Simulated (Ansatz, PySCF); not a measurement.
Molecule: K2, net charge 0, singlet state. 
Coordinates optimised at B3LYP-D3(BJ)/def2-TZVP (Ansatz, a program for electronic structure):
```xyz
2

K      0.0000     0.0000    -1.9862
K      0.0000     0.0000     1.9862
```
Charge 0, spin multiplicity 1.

Total electronic energies in hartree. Cores are frozen in the correlated levels unless marked. Spin-orbit coupling is left out. Frozen are the shells of the preceding noble gas and the d and f shells that filled before the atom's block. The outer core of K, Ca and their heavier congeners is not correlated, a term that matters for these elements. No relativistic terms. Basis-set limits of correlation are two-point, X^-3; Hartree-Fock from the larger set.

The Hartree-Fock reference is unstable (checked in the largest basis), which strains HF and MP2. 

```json
[
 {"level": "HF/6-31G*", "program": "Ansatz", "energy (Eh)": "-1198.23490"},
 {"level": "RI-HF/def2-TZVPP", "program": "Ansatz", "energy (Eh)": "-1198.30171"},
 {"level": "PBE0-D4/def2-TZVPD", "program": "Ansatz + dftd4", "energy (Eh)": "-1199.49676"},
 {"level": "TPSSh-D3(BJ)/def2-TZVPD", "program": "PySCF + dftd3", "energy (Eh)": "-1199.86357"},
 {"level": "B2PLYP-D3(BJ)/def2-TZVPD", "program": "Ansatz + dftd3", "energy (Eh)": "-1199.43732"},
 {"level": "RPA@PBE/def2-TZVPP", "program": "Ansatz", "energy (Eh)": "-1198.34160"},
 {"level": "SCS-MP2/def2-QZVPPD", "program": "Ansatz", "energy (Eh)": "-1198.34416"},
 {"level": "CCSD/def2-QZVPP", "program": "Ansatz", "energy (Eh)": "-1198.34835"},
 {"level": "CCSD(T)/CBS(def2-TZVPPD,def2-QZVPPD)", "program": "Ansatz", "energy (Eh)": "-1198.3488"}
]
```

Totals of different functionals don't rank their quality; only differences between species are comparable.
